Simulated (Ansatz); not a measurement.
Mulliken charges of `[F][W]([Cl])([Cl])([Cl])([Cl])[Cl]` from r2SCAN/def2-TZVPP in Ansatz (PBE0-D4/def2-TZVP geometry).

| atom | x (Å) | y (Å) | z (Å) | charge (e) |
| --- | --- | --- | --- | --- |
| F1 | -1.134 | 0.067 | -1.499 | -0.220 |
| W2 | -0.007 | -0.009 | -0.027 | 0.966 |
| Cl3 | -1.812 | -0.579 | 1.251 | -0.152 |
| Cl4 | 0.357 | -2.215 | -0.494 | -0.152 |
| Cl5 | 1.726 | 0.566 | -1.399 | -0.152 |
| Cl6 | -0.443 | 2.202 | 0.346 | -0.152 |
| Cl7 | 1.373 | -0.102 | 1.775 | -0.138 |

Task: By hand: the dipole of these point charges (1 e Å = 4.8032 D).

Result: Σ q r = (0.079, -0.005, 0.104) e Å, of length 0.131 e Å = 0.63 D.

Task: How does the dipole of the full density compare? (An estimate is asked.)

Result: Computed: (0.083, -0.006, 0.108) e Å, 0.65 D; the point charges give 0.97 times that, at 0° from its direction.

Point charges leave out the atoms' own dipoles, such as those of lone pairs, and Mulliken's split depends on the basis, so the close match here is no proof of good charges.
